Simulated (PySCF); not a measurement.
A calculated (PBE, PySCF 2.14, dyall-av2z, the non-relativistic Hamiltonian (point nucleus)) atom or ion has these occupied shells.

```csv
shell,electrons,orbital energy (eV),"rms radius, mean of both spins (bohr)"
1s α,1,-20327.4,0.0410
1s β,1,-20327.4,0.0410
2s α,1,-2856.6,0.168
2s β,1,-2855.9,0.168
2p α,3,-2638.0,0.146
2p β,3,-2637.5,0.146
3s α,1,-502.68,0.457
3s β,1,-502.35,0.457
3p α,3,-417.83,0.454
3p β,3,-417.44,0.454
3d α,5,-262.13,0.436
3d β,5,-261.52,0.436
4s α,1,-79.100,1.16
4s β,1,-75.645,1.16
4p α,3,-54.415,1.27
4p β,3,-50.760,1.27
4d α,5,-16.802,1.78
5p α,1,-7.999,4.01
```

Q: Name the element and its charge.

A: Tc⁺ (technetium, charge +1), in [Kr] 4d5 5p1, high-spin 7P determinant (an excited configuration).
